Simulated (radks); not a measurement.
The numbers below are computed, except where a source is named.
Spin polarisation of the 3d6 shell in Co3+. Start: [Ar] 3d(up 3, down 3); electrons of 3d are moved from spin down to spin up, other shells keep equal spins. Level of theory: scalar-relativistic Kohn-Sham, PBE, spin-polarised, spherical densities, point nucleus (a radial shooting solver on a logarithmic mesh with Libxc functionals).

moment (Bohr magnetons)  E - E(0) (eV)  e(3d up) (eV)  e(3d down) (eV)  3p down minus up (eV)  3s down minus up (eV)  2p down minus up (eV)
0                                0.000        -45.166          -45.166                  0.000                 0.000                 0.000
1                               -0.281        -45.697          -44.573                  1.186                  1.209                  0.430
2                               -1.125        -46.168          -43.917                  2.375                  2.422                  0.860
3                               -2.533        -46.578          -43.195                  3.571                  3.641                  1.288
4                               -4.509        -46.927          -42.404                  4.777                  4.870                  1.713

At moment 4 the spin-polarisation energy is -4.509 eV and the 3d exchange splitting 4.522 eV, that is 1.131 eV per Bohr magneton; E = -I m^2/4 would give I = 1.127 eV.
